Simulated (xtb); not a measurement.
xtb input:

```bash
xtb mol.xyz --gfn 2 --ohess tight --chrg -1 --uhf 0
```
mol.xyz:
```
3

Te    -0.16166939     0.55483514    -1.84375214
Te    -0.16859272     0.51725015     0.86678490
H      0.34592547    -1.06084762     0.97592067
```

Task: Predict the final energy.

Result: -6.86024 Eh (GFN2-xTB).

It need not be the lowest isomer of its formula. Whether it binds its extra electron was not tested at this geometry.
